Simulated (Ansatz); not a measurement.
Geometry optimisation, Ansatz, RKS CAM-B3LYP-D4/6-31G*.

Input:

```yaml
crystal:
  periodic: [false, false, false]
  atoms:
    - { symbol: Al, position_ang: [-0.053868, -0.396904, 0.084463] }
    - { symbol: F, position_ang: [-0.420459, -0.427696, 1.716293] }
    - { symbol: O, position_ang: [1.583235, -0.320845, -0.338164] }
    - { symbol: H, position_ang: [1.830958, -0.3999, -1.266567] }
    - { symbol: O, position_ang: [-1.26687, -0.596745, -1.078298] }
    - { symbol: H, position_ang: [-2.198207, -0.657419, -0.842583] }
    - { symbol: S, position_ang: [-0.013198, 2.77413, 1.447547] }
    - { symbol: H, position_ang: [1.329385, 2.693657, 1.453829] }
    - { symbol: H, position_ang: [-0.162075, 1.625222, 2.190678] }
basis:
  gaussian: { orbitals: "6-31G*" }
hamiltonian:
  xc: cam_b3lyp
  dispersion: d4
relax:
  f_tol: 0.03
  max_steps: 50
```

Command:

```bash
$ ansatz run input.yaml --threads 4 --pin off --max-ram 5120MiB --backend cpu --events-out ev --progress --plain --runs-dir out
```

Question: Where does it end, and by what steps?

Answer: The run converged. The force dipped under the threshold on the way, but the program's further checks kept it going. After 26 steps the energy has fallen by 0.372 eV; S7 moved furthest, 0.72 Å. Joined: Al1–S7 (3.45 → 2.50 Å).

```csv
step,energy less start (eV),largest force component (eV/Å),accepted
0,0.0000,0.814,yes
1,-0.0777,0.641,yes
2,-0.1517,0.649,yes
3,-0.2607,0.495,yes
4,-0.3031,0.446,yes
5,-0.3285,0.386,yes
6,-0.3414,0.228,yes
7,-0.3499,0.345,yes
8,-0.3546,0.398,yes
9,-0.3397,0.879,no
10,-0.3616,0.130,yes
11,-0.3622,0.075,yes
12,-0.3631,0.273,yes
13,-0.3643,0.188,yes
14,-0.3591,0.406,no
15,-0.3656,0.060,yes
16,-0.3664,0.135,yes
17,-0.3673,0.088,yes
18,-0.3679,0.043,yes
19,-0.3693,0.096,yes
20,-0.3697,0.131,yes
21,-0.3706,0.090,yes
22,-0.3712,0.027,yes
23,-0.3716,0.045,yes
24,-0.3717,0.095,yes
25,-0.3719,0.063,yes
26,-0.3721,0.022,yes
```

```xyz
9
Properties=species:S:1:pos:R:3
Al 0.001 -0.132 0.194
F -0.230 -0.838 1.681
O 1.599 -0.004 -0.409
H 1.800 -0.370 -1.277
O -1.308 -0.194 -0.906
H -2.115 -0.654 -0.653
S 0.125 2.231 0.999
H 1.320 2.058 1.586
H -0.563 2.197 2.152
```

Whether the end is a true minimum wasn't checked by a vibrational analysis.

The run took 46 s on 4 threads of Arm Neoverse V1, with other jobs on the host, peak memory 0.23 GiB.
